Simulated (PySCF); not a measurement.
F3HOZr, SMILES [OH][Zr]([F])([F])[F], multiplicity 1.

The structure is a stationary point at B3LYP-D3(BJ)/def2-SVP. The multiplicity is an assumed one; no other spin state was optimised. The structure was generated by enumeration; whether it is a known compound was not checked. The def2 effective core potentials stand for the cores of Zr; spin–orbit coupling is left out. Other conformers were not sampled.

Two levels are set side by side: TDA-PBE/def2-SVPD (PySCF) and TDA-PBE0/def2-SVPD (PySCF). Vertical, same geometry. The lowest singlet is HOMO→LUMO 50 %, HOMO−1→LUMO+1 50 % with PBE and HOMO→LUMO 49 %, HOMO−1→LUMO+1 49 % with the other functional; states are paired by order. Differences are taken from unrounded values.

```
quantity                              TDA-PBE0
------------------------------------  --------
lowest singlet excitation (eV)            7.58
lowest triplet excitation (TDA) (eV)      7.14
```

**Question.** What does TDA-PBE give, and how far is it from TDA-PBE0? (The exact figures need the calculation; the answer reports its results.)

**Answer.** 
```
quantity                              TDA-PBE  TDA-PBE minus TDA-PBE0
------------------------------------  -------  ----------------------
lowest singlet excitation (eV)           6.80                   -0.78
lowest triplet excitation (TDA) (eV)     6.48                   -0.66
```

Functionals without exact exchange tend to place singlet excitations lower, as here. Differences between two approximate levels are no errors against the true value.

Rough cost on one machine, each run with all the roots and properties that it gave: TDA-PBE0 against TDA-PBE about 2 times.
